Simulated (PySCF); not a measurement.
## Calculated data, AlBGeH8Si

Calculation on a computer-drawn molecule: optimised geometry and harmonic frequencies of an isolated molecule of the commonest isotopes, restricted reference for singlets and unrestricted otherwise, frozen core in MP2; on germanium a core potential holds 10 electrons, which the energies leave out, and 3d is frozen in MP2 and coupled-cluster steps. Program: PySCF 2.14.0.

Entry: AlBGeH8Si

Start structure:
```xyz
12
AlBGeH8Si
Al     0.3351    -0.2273    -1.4687
B      0.1656     1.3080    -0.0780
Si     0.5143     0.5371     1.6272
Ge    -1.3334    -0.9504     0.9831
H      1.1095    -1.5268    -0.9465
H     -0.2097    -0.3837    -2.8919
H     -0.5974     2.2418    -0.0960
H      1.5474    -0.3488     1.9441
H      0.1440     1.0521     2.9430
H     -2.7377    -0.6443     1.5561
H     -1.2398    -2.3472     1.2922
H     -1.6893    -0.9871    -0.4577
```

| Item | Value |
| --- | --- |
| charge | 0 |
| multiplicity | 1 |
| method | HF |
| basis | cc-pV(D+d)Z |
| basis and core potential on germanium | cc-pVDZ-PP ECP10MDF |
| rotational constants | 5.096, 0.8143, 0.7399 GHz |
| total energy | -853.5168 hartree |
| convergence status largest gradient component | 7.516e-06 hartree/bohr |

Drawn bonds:
| atom | other atom | order |
| --- | --- | --- |
| 1 | 2 | 1 |
| 2 | 3 | 1 |
| 3 | 4 | 1 |
| 1 | 5 | 1 |
| 1 | 6 | 1 |
| 2 | 7 | 1 |
| 3 | 8 | 1 |
| 3 | 9 | 1 |
| 4 | 10 | 1 |
| 4 | 11 | 1 |
| 4 | 12 | 1 |

Optimised structure:
```xyz
12
AlBGeH8Si
Al     1.1053     0.3057    -2.0839
B      0.2109     0.9647    -0.2495
Si     0.1510    -0.0590     1.5072
Ge    -2.0049    -1.1464     1.6491
H      2.5941     0.7196    -2.4427
H      0.3052    -0.6107    -3.1016
H     -0.3703     2.0213    -0.2203
H      1.1862    -1.1216     1.6131
H      0.2933     0.8253     2.6930
H     -3.1401    -0.1149     1.6234
H     -2.1121    -1.9529     2.9490
H     -2.2100    -2.1076     0.4700
```

Modes:
| frequency (cm⁻¹) | reduced mass (dalton) |
| --- | --- |
| 29.36 | 4.687 |
| 74.27 | 1.089 |
| 107.9 | 1.516 |
| 129.9 | 3.128 |
| 169.1 | 1.512 |
| 349.2 | 6.268 |
| 359.3 | 1.099 |
| 392.1 | 1.094 |
| 440.3 | 2.151 |
| 485.7 | 1.301 |
| 538.9 | 1.132 |
| 640.9 | 1.336 |
| 692.5 | 1.469 |
| 705.6 | 1.57 |
| 736.2 | 1.759 |
| 787.3 | 1.205 |
| 840 | 1.083 |
| 892.9 | 1.048 |
| 952.3 | 1.38 |
| 967.3 | 1.03 |
| 967.5 | 1.019 |
| 1033 | 1.054 |
| 1963 | 1.058 |
| 1967 | 1.026 |
| 2201 | 1.023 |
| 2206 | 1.024 |
| 2217 | 1.012 |
| 2274 | 1.045 |
| 2283 | 1.036 |
| 2661 | 1.089 |
